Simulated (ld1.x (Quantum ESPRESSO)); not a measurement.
**Ranking RRKJ potentials for gallium (Ga)**

All share these settings but for the change named:

* Element: gallium
* Generator: ld1.x (Quantum ESPRESSO) 7.5
* Type: norm-conserving RRKJ (Kleinman–Bylander form)
* Functional: PBEsol
* Relativity: scalar-relativistic
* Frozen core: [Ar] 3d10
* Valence charge: 3
* Reference configuration: 4s2 4p0 (charge +1)
* Partial waves: 4p (bound, empty): rc 2.25 bohr; 4s (bound): rc 1.90 bohr
* Local potential: the s channel
* Core correction: a·sin(br)/r model core inside 1.70 bohr
* rho0: 0.01

Cutoff: the first of the cutoffs (Ry, on a coarse ladder) from which the occupation-weighted sum of valence levels, in a spherical-Bessel basis at the reference potential, stays within 10 and 1 mRy of its value at 400 Ry; the density cutoff is not measured.

The base gives 15 Ry.

Of 5 variants that were run, those that failed, showed a ghost or another fault, or gave nearly equal values are left out.

(1) Rank these variants from softest to hardest (loose cutoff).
A. all radii but the core radius scaled by about 0.79 (s 1.50, p 1.78 bohr)
B. all radii but the core radius scaled by about 1.11 (s 2.10, p 2.50 bohr)
C. all radii but the core radius scaled by about 1.23 (s 2.34, p 2.78 bohr)
D. all radii but the core radius scaled by about 0.91 (s 1.72, p 2.04 bohr)

Results:

(1) C (10 Ry), B (12 Ry), D (18 Ry), A (30 Ry).
